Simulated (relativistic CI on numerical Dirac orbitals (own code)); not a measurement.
# Calculated levels, Xe37+

Method of calculation: Dirac-Coulomb-Breit CI, KLI orbitals optimised for each configuration, model QED (radiative potential, 1s self-energy scaled to tabulated hydrogen-like ionisation energies), unscaled Slater integrals (own radial code, finite nucleus).

Configurations in the expansion (outside the closed core [Ne]): 3s²3p⁵, 3s3p⁶, 3s²3p⁴3d, 3s3p⁵3d, 3p⁶3d, 3s3p⁴3d², 3s²3p³3d4p, 3p⁶4s, 3s3p⁴3d4s, 3s²3p⁴4s, 3p⁶4p, 3s²3p⁴4p, 3s²3p³3d², 3s²3p²3d³, 3s3p³3d³, 3s²3p²3d²4s, 3s²3p²3d²4p. Double excitations out of closed p, d and f shells are left out; levels of such configurations are missing from the list, as are those of other unlisted configurations, and high levels can miss mixing partners.

The lowest level is 3s²3p⁵ ²P°3/2, with 98 % of that term; Hund's rules for 3s²3p⁵ give ²P° with J = 3/2, in agreement.

| No. | Configuration | Term | J | E (eV) | % | Next component (%) | Lifetime (s) | jj configuration (%) |
| --- | --- | --- | --- | --- | --- | --- | --- | --- |
| 1 | 3s²3p⁵ | ²P° | 3/2 | 0.000 | 98 | 1 3s²3p³3d² ²P° |  | 3p3/2^3 (98) |
| 2 | 3s²3p⁵ | ²P° | 1/2 | 77.461 | 98 | 1 3s²3p³3d² ²P° | 2.29e-07 | 3p1/2 3p3/2^4 (98) |
| 3 | 3s²3p⁴3d | ⁴D | 3/2 | 156.056 | 41 | 31 ²D | 1.29e-09 | 3p3/2^2 3d3/2 (97) |
| 4 | 3s²3p⁴3d | ⁴D | 5/2 | 158.370 | 51 | 18 ²D | 1.12e-08 | 3p3/2^2 3d3/2 (87) |
| 5 | 3s²3p⁴3d | ⁴P | 1/2 | 158.568 | 42 | 24 ²P | 8.09e-10 | 3p3/2^2 3d3/2 (91) |
| 6 | 3s²3p⁴3d | ⁴F | 7/2 | 163.108 | 35 | 25 ²F | 1.25e-03 | 3p3/2^2 3d3/2 (91) |
| 7 | 3s²3p⁴3d | ²P | 1/2 | 172.610 | 42 | 23 ²S | 2.94e-10 | 3p3/2^2 3d5/2 (74) |
| 8 | 3s²3p⁴3d | ²D | 3/2 | 174.383 | 55 | 19 ⁴F | 3.12e-09 | 3p3/2^2 3d3/2 (89) |
| 9 | 3s²3p⁴3d | ²F | 7/2 | 175.020 | 47 | 40 ⁴D | 3.97e-05 | 3p3/2^2 3d5/2 (90) |
| 10 | 3s²3p⁴3d | ⁴F | 9/2 | 177.133 | 71 | 28 ²G | 5.77e-05 | 3p3/2^2 3d5/2 (99) |
| 11 | 3s²3p⁴3d | ²D | 5/2 | 195.309 | 50 | 24 ⁴P | 2.89e-09 | 3p3/2^2 3d5/2 (97) |
| 12 | 3s²3p⁴3d | ²D | 3/2 | 198.644 | 37 | 24 ⁴P | 8.71e-12 | 3p3/2^2 3d5/2 (81) |
| 13 | 3s²3p⁴3d | ²D | 5/2 | 200.795 | 31 | 27 ²F | 6.83e-12 | 3p3/2^2 3d5/2 (75) |
| 14 | 3s3p⁶ | ²S | 1/2 | 205.396 | 47 | 34 3s²3p⁴3d ⁴P | 5.31e-12 | 3s (47) |
| 15 | 3s²3p⁴3d | ⁴D | 1/2 | 225.906 | 75 | 18 ²P | 2.59e-10 | 3p1/2 3p3/2^3 3d3/2 (94) |
| 16 | 3s²3p⁴3d | ⁴D | 3/2 | 232.924 | 35 | 23 ²P | 1.35e-08 | 3p1/2 3p3/2^3 3d3/2 (90) |
| 17 | 3s²3p⁴3d | ⁴F | 5/2 | 240.554 | 39 | 37 ²F | 4.39e-11 | 3p1/2 3p3/2^3 3d3/2 (95) |
| 18 | 3s²3p⁴3d | ²G | 7/2 | 241.375 | 60 | 24 ²F | 4.75e-07 | 3p1/2 3p3/2^3 3d3/2 (98) |
| 19 | 3s²3p⁴3d | ⁴F | 7/2 | 248.606 | 40 | 37 ⁴D | 2.56e-07 | 3p1/2 3p3/2^3 3d5/2 (97) |
| 20 | 3s²3p⁴3d | ²P | 3/2 | 253.933 | 49 | 28 ⁴P | 1.02e-10 | 3p1/2 3p3/2^3 3d5/2 (96) |
| 21 | 3s²3p⁴3d | ²F | 5/2 | 257.283 | 48 | 23 ⁴P | 1.31e-09 | 3p1/2 3p3/2^3 3d5/2 (96) |
| 22 | 3s²3p⁴3d | ²G | 9/2 | 257.677 | 70 | 28 ⁴F | 4.33e-07 | 3p1/2 3p3/2^3 3d5/2 (98) |
| 23 | 3s²3p⁴3d | ²D | 5/2 | 262.131 | 55 | 26 ⁴P | 1.93e-11 | 3p1/2 3p3/2^3 3d5/2 (92) |
| 24 | 3s²3p⁴3d | ²P | 3/2 | 265.725 | 63 | 13 ⁴F | 1.53e-12 | 3p1/2 3p3/2^3 3d3/2 (75) |
| 25 | 3s²3p⁴3d | ²D | 5/2 | 266.748 | 63 | 27 ²F | 1.39e-12 | 3p1/2 3p3/2^3 3d3/2 (82) |
| 26 | 3s²3p⁴3d | ²S | 1/2 | 267.649 | 42 | 22 ²P | 8.73e-13 | 3p1/2 3p3/2^3 3d3/2 (71) |
| 27 | 3s²3p⁴3d | ²F | 7/2 | 268.695 | 80 | 10 ⁴F | 3.43e-07 | 3p1/2 3p3/2^3 3d5/2 (97) |
| 28 | 3s²3p⁴3d | ²D | 3/2 | 284.026 | 72 | 13 ⁴F | 3.56e-12 | 3p1/2 3p3/2^3 3d5/2 (69) |
| 29 | 3s²3p⁴3d | ²P | 1/2 | 294.282 | 75 | 19 ²S | 1.78e-12 | 3p1/2 3p3/2^3 3d5/2 (85) |
| 30 | 3s²3p³3d² | ⁴F° | 3/2 | 320.668 | 26 | 22 ⁶F° | 3.37e-10 | 3p3/2 3d3/2^2 (90) |

Energies count from the lowest computed level; ° marks odd parity; lifetimes are radiative, by E1, M1, E2, M2, E3 decay to levels of this space only. Filled j subshells are mostly left out of the jj labels.

The mean weight of the leading LS term, summed over parents, in these 30 levels is 55 %, and that of the leading jj configuration (from the same eigenvectors) 88 %, so jj coupling describes them better and the LS labels are nominal.

At this charge energies of transitions that change n are usually good to better than 1 %, and those within a shell (Δn = 0) to a few per cent.

LS names give the leading component of a level, which can be under half, so a name can repeat, a term be missing and a line seem to break the LS rules.
